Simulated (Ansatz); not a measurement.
Start from `N[SiH2][SiH](N)Cl` and change one atom or group to get `N[SiH2][Si](N)(Cl)Cl`.

Ansatz, PBE0-D4/def2-TZVP geometries, multiplicity 1. Each molecule was computed in one conformer, which needn't be the lowest.

```csv
property,`N[SiH2][SiH](N)Cl`
HOMO energy (ωB97M-V/def2-TZVPP) / eV,-9.49
HOMO energy (B3LYP/def2-TZVPP) / eV,-7.10
LUMO energy (PBE/def2-TZVPP) / eV,-1.15
LUMO energy (ωB97M-V/def2-TZVPP) / eV,1.33
HOMO–LUMO gap (PBE/def2-TZVPP) / eV,4.84
size of the dipole moment (B3LYP/def2-TZVPP) / D,1.79
```

Q: What does the change do to each property? (Best estimate.)

A: Ansatz gave: 
| property | `N[SiH2][Si](N)(Cl)Cl` | shift |
| --- | --- | --- |
| HOMO energy (ωB97M-V/def2-TZVPP) / eV | -9.63 | -0.14 |
| HOMO energy (B3LYP/def2-TZVPP) / eV | -7.25 | -0.15 |
| LUMO energy (PBE/def2-TZVPP) / eV | -1.23 | -0.08 |
| LUMO energy (ωB97M-V/def2-TZVPP) / eV | 1.28 | -0.05 |
| HOMO–LUMO gap (PBE/def2-TZVPP) / eV | 4.89 | 0.05 |
| size of the dipole moment (B3LYP/def2-TZVPP) / D | 2.83 | 1.04 |

With PBE0 the HOMO falls by 0.14 eV and the LUMO falls by 0.08 eV, so the gap widens by about 0.06 eV. PBE moves the HOMO by -0.13 eV and ωB97M-V by -0.14 eV. Dipoles are sizes alone; their direction can turn.

B3LYP here is the variant with VWN-RPA as its local correlation; programs differ in this.
